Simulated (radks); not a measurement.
Results of a calculation; reference values are marked as such.
Mean orbital radii <r> (bohr) of the hafnium ion Hf2+, [Xe] 4f14 5d2, at several levels of relativity; Dirac values are averaged over j with weights 2j + 1. Spin-unpolarised spherical Kohn-Sham, PBE, point nucleus unless stated (finite: rms radius 5.347 fm), a radial shooting solver on a logarithmic mesh with Libxc functionals. A level marked "c x" has the speed of light scaled by that factor and shares open shells by 2j + 1; other Dirac levels either fill j = l - 1/2 first or share by 2j + 1.

| shell | non-rel. | scalar-rel. | Dirac, c x 0.75 | Dirac, c x 0.85 | change of magnitude, last against first (%) |
|---|---|---|---|---|---|
| 3s | 0.2268 | 0.2086 | 0.1915 | 0.2002 | -11.70 |
| 3p | 0.2167 | 0.2085 | 0.2000 | 0.2040 | -5.89 |
| 3d | 0.1904 | 0.1890 | 0.1882 | 0.1885 | -1.00 |
| 4s | 0.5080 | 0.4682 | 0.4332 | 0.4514 | -11.14 |
| 4p | 0.5165 | 0.4976 | 0.4800 | 0.4885 | -5.43 |
| 4d | 0.5375 | 0.5351 | 0.5347 | 0.5349 | -0.49 |
| 5s | 1.241 | 1.135 | 1.042 | 1.091 | -12.07 |
| 5p | 1.387 | 1.338 | 1.292 | 1.315 | -5.22 |
| 4f | 0.6514 | 0.6764 | 0.7036 | 0.6893 | +5.82 |
| 5d | 2.068 | 2.116 | 2.157 | 2.138 | +3.42 |
| 6s (empty) | 3.241 | 3.004 | 2.778 | 2.899 | -10.53 |
| 6p (empty) | 3.852 | 3.760 | 3.652 | 3.706 | -3.80 |
